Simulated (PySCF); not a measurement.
Compound: C4HF5.
SMILES: `C1([C@@H](F)C(C=1F)(F)F)F`

The closed-shell ground state was solved at several levels (PySCF, density fitting, gas phase, non-relativistic). Isolated species at its PBE0-D3(BJ)/def2-SVP geometry, gas phase.

```csv
level,basis functions,total energy (Eh),HOMO (eV),LUMO (eV),gap (eV),dipole (D)
PBE0/cc-pVDZ,131,-651.5528,-8.33,-0.34,7.99,1.49
PBE0/pcSseg-0,83,-649.9756,-8.94,-1.18,7.76,1.75
PBE/def2-SVPD,203,-651.0763,-7.44,-1.83,5.61,1.58
BP86/pcSseg-1,158,-652.1149,-7.34,-1.73,5.61,1.51
wB97X-D/def2-SVPD,203,-651.5166,-10.67,1.04,11.71,1.65
KT2/pcSseg-1,158,-661.2518,-7.31,-1.63,5.68,1.51
PBE0/aug-cc-pVDZ,216,-651.6091,-8.67,-0.71,7.96,1.61
CAM-B3LYP/def2-SVPD,203,-651.5229,-10.20,0.29,10.49,1.68
PBE0/IGLO-III,325,-651.8065,-8.67,-0.68,7.99,1.61
PBE0/6-31G*,128,-651.5007,-8.18,-0.20,7.98,1.44
LC-wPBE/def2-SVPD,203,-651.3484,-11.48,1.53,13.01,1.66
```

Q: What might PBE0/cc-pVTZ (284 basis functions) give for the same quantities?

A: Total energy -651.7625 Eh, HOMO -8.53 eV, LUMO -0.51 eV, gap 8.02 eV, dipole 1.54 D.

Q: How much does the basis alone move the frontier levels among the 6 PBE0 rows (the withheld one included)?

A: The HOMO by 0.76 eV and the LUMO by 0.98 eV. By rising basis size (HOMO, LUMO in eV): pcSseg-0 -8.94, -1.18; 6-31G* -8.18, -0.20; cc-pVDZ -8.33, -0.34; aug-cc-pVDZ -8.67, -0.71; cc-pVTZ -8.53, -0.51; IGLO-III -8.67, -0.68.

Q: How far do the dipole and the HOMO energy spread over the levels?

A: The dipole runs from 1.44 to 1.75 D (mean 1.59 D) and the HOMO from -11.48 to -7.31 eV.

Note: wB97X-D ran without an empirical dispersion term, which enters the total energy and its gradient alone.
